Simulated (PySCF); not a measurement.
ClCs (SMILES [Cl][Cs]), singlet, geometry from GFN2-xTB (such geometries of metal compounds can be far from the true shape) (core potentials on Cs), with bond 2-1 at 2.0 times its length. Base run: HF/def2-SVP run with PySCF.

The PySCF input:
```python
from pyscf import gto, scf

mol = gto.M(
    atom='''
Cs   -0.000000   -0.000000   -0.680243
Cl    0.000000    0.000000    5.081813
''',
    basis='def2-svp',
    ecp={'Cs': 'def2-svp'},
    charge=0,
    spin=0,
    verbose=4,
)

mf = scf.RHF(mol)
mf.kernel()
mf.analyze()
```

Each row names what was changed in the base input (with any setting that the change needs).

```csv
change,ΔE vs base (mEh),SCF cycles,outcome
base,0.000,9,converged
level_shift = 0.5 (with mf.max_cycle = 100),0.000,27,converged
conv_tol_grad = 1e-7,0.000,11,converged
conv_tol = 1e-11,0.000,10,converged
init_guess = huckel,0.000,8,converged
conv_tol = 1e-12,0.000,11,converged
init_guess = 1e,-,50,not converged
damp = 0.5; diis_start_cycle = 5,0.000,11,converged
diis = off; damp = 0.6 (with mf.diis_start_cycle = 200; with mf.max_cycle = 150),0.000,36,converged
solver = newton; init_guess = 1e,66115.5,-,another SCF solution
conv_tol = 1e-4,0.001,5,converged
level_shift = 0.3 (with mf.max_cycle = 100),0.000,20,converged
conv_tol = 1e-7,0.000,8,converged
```

A guess, shift, damping, solver or small numerical setting can't move a converged solution much, so rows marked as another SCF solution ended in a different state.
